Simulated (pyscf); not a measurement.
**•O–CH₂–OH, doublet**

Gas-phase minimum from PySCF at ωB97X-D3(BJ)/def2-SVP, one conformer. •O–CH₂–OH lies 6.9 kcal/mol over its isomer HO–CH•–OH, and others may lie lower still (electronic energy, ωB97M-D3(BJ)). 

```
C
O 1 1.3327
O 1 1.3921 2 117.43
H 3 0.9661 1 107.61 2 -42.66
H 1 1.1138 2 110.61 3 123.49
H 1 1.1268 5 104.68 2 -111.71
```
Charge 0, spin multiplicity 2.

Properties at ωB97X-D3(BJ)/def2-SVP:

```yaml
harmonic_wavenumbers_unscaled: 246, 566, 743, 1047, 1141, 1198, 1302, 1335, 1424, 2841, 2996, 3867 cm⁻¹
zero_point_energy: 26.7 kcal/mol
rotational_symmetry_number: 1
Entropy of this conformer at 298 K and 1 atm, rigid rotor and harmonic oscillator, modes under 100 cm⁻¹ raised to 100: 264.7 J/(mol K)
dipole_moment: 1.25 D
Spin expectation value S2: 0.754
```

Single-point totals, which compare only within one level (frozen core for MP2 and CC):

```csv
level,total energy (hartree)
ωB97X-D3(BJ)/def2-TZVP,-190.40230
PBE/def2-TZVP,-190.15670
r²SCAN/def2-TZVP,-190.26717
B3LYP-D3(BJ)/def2-TZVP,-190.36995
PBE0-D3(BJ)/def2-TZVP,-190.15792
M06-2X/def2-TZVP,-190.27903
ωB97M-D3(BJ)/def2-TZVP,-190.40041
UHF/def2-TZVPP,-189.36965
MP2/def2-TZVPP,-189.96995
CCSD/def2-TZVPP,-189.99631
CCSD(T)/def2-TZVPP,-190.01833
```

The CCSD(T) − MP2 part came from Ansatz, without density fitting, on the same reference.
